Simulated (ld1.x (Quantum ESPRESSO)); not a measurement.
## Before and after: ultrasoft potential for As (Z = 33)

| Quantity | Value |
| --- | --- |
| Element | arsenic |
| Generator | ld1.x (Quantum ESPRESSO) 7.5 |
| Type | ultrasoft |
| Functional | LDA (PZ) |
| Relativity | scalar-relativistic |
| Frozen core | [Ar] 3d10 |
| Valence charge | 5 |
| Reference configuration | 4s2 4p3 |
| Partial waves | 4s (bound): rcut 1.40, rcutus 1.60 bohr; 4s channel at 0.05 Ry: rcut 1.40, rcutus 1.60 bohr; 4p (bound): rcut 1.70, rcutus 2.20 bohr; 4p channel at 0.05 Ry: rcut 1.70, rcutus 2.20 bohr; 4d channel at 0.25 Ry: rcut 1.95, rcutus 2.35 bohr; 4d channel at 1.6 Ry: rcut 1.95, rcutus 2.35 bohr |
| Local potential | all-electron potential smoothed inside 1.35 bohr (lloc = -1) |
| Core correction | Bessel-smoothed model core, default radius (core density twice the valence density) |
| Augmentation charge | built from norm-conserving waves at rcut, not smoothed further |

Change: all radii but the core radius scaled by about 1.35 (s 2.16, p 2.96, d 3.16 bohr, rcut 1.88/2.28/2.62); local potential all-electron potential smoothed inside 1.82 bohr (lloc = -1).

Cutoffs: the cutoffs (Ry, on a coarse ladder) from which the occupation-weighted sum of valence levels, in a spherical-Bessel basis at the reference potential, stays within 10 and 1 mRy of its value at 400 Ry; they do not see the model core or the augmentation charge, which bear on the density cutoff. Errors are all-electron minus pseudo energies relative to the spin-unpolarised reference configuration.

Question: Predict the effect on cutoff, ghosts and configuration errors.

Answer: The potential gets softer (12 Ry and 18 Ry → 8 Ry and 10 Ry); of the 9 tests that both files solve, the error grows in 3 and shrinks in 1 by more than 15 % and 0.3 meV (median size 21.0 → 18.2 meV); neither file shows a bound ghost. A larger radius leaves more room for a smooth pseudo-wave, so fewer plane waves are needed.

```tsv
quantity	base	changed
cutoff, loose	12 Ry	8 Ry
cutoff, tight	18 Ry	10 Ry
loose cutoff by channel (10 mRy a level)	s 10 Ry, p 8 Ry	s 6 Ry, p 6 Ry
bound ghosts	none	none
error for 4s2 4p2, meV [ΔE 9.33 eV]	-4.4	-4.7
error for 4s2 4p1, meV [ΔE 27.49 eV]	-27	-30
error for 4s2 4p0, meV [ΔE 55.53 eV]	-99	-117
error for 4s0 4p5, meV [ΔE 19.21 eV]	-34	-28
error for 4s1 4p3, meV [ΔE 19.49 eV]	-21	-18
error for 4s2 4p2.5, meV [ΔE 3.64 eV]	-1.1	-1.1
error for 4s1 4p0, meV [ΔE 106.64 eV]	-361	-409
error for 4s2 4p3 (spin-polarised), meV [ΔE -1.32 eV]	+0.7	-6.1
error for 4s2 4p2 (spin-polarised), meV [ΔE 8.60 eV]	-4.4	-9.7
lowest overlap eigenvalue by channel	s 0.26, p 0.60, d 0.59	s 0.35, p 0.50, d 0.96
```
